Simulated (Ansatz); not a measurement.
The same path of CH$_{3}$ClOSi (7 atoms, charge 0, multiplicity 1) was run twice with different band settings. The coordinate that changes most is the dihedral H5–O1–C2–H6.

All numbers below come from RKS B3LYP-D4/cc-pVDZ (Ansatz).

Relaxed end points:

```xyz
7
Properties=species:S:1:pos:R:3
O -0.706 1.414 -0.183
C 0.136 0.657 0.501
Si 0.162 -1.171 0.450
Cl -0.736 -1.472 -1.497
H -1.053 0.875 -0.929
H 0.581 1.226 1.332
H 1.616 -1.529 0.327
```

```xyz
7
Properties=species:S:1:pos:R:3
O -0.861 1.270 -0.502
C 0.043 0.565 0.208
Si 0.212 -1.205 0.217
Cl -0.436 -2.212 -1.509
H -1.068 2.102 -0.047
H 0.505 1.084 1.064
H 1.604 -1.604 0.570
```

Common settings: movable images 5; climbing image yes; optimiser quadratic models (default); start path through a guess of the saddle point; force threshold 0.05 eV/Å; iteration limit 60; end points relaxed.

| run | spring |
| --- | --- |
| 1 | 5.0 eV/Å² |
| 2 | 20.0 eV/Å² |

(1) What does each run give, and how far can it be trusted?

## Answers

(1) Run 1: converged after 17 iterations, highest image 0.386 eV above the first end. The profile has 2 maxima (images 1, 4) with wells between them (image 2): this band takes more than one step, which may be the mechanism or a detour left from its start path. A vibrational analysis at the climbing image gives one clearly imaginary mode, 363i cm⁻¹: a first-order saddle point.
Run 2: converged after 21 iterations, highest image 0.386 eV above the first end. The profile has 2 maxima (images 1, 4) with wells between them (image 2): this band takes more than one step, which may be the mechanism or a detour left from its start path. Another band between the same ends (5 images) ends at a top of the same energy, where a vibrational analysis finds 1 clearly imaginary mode.
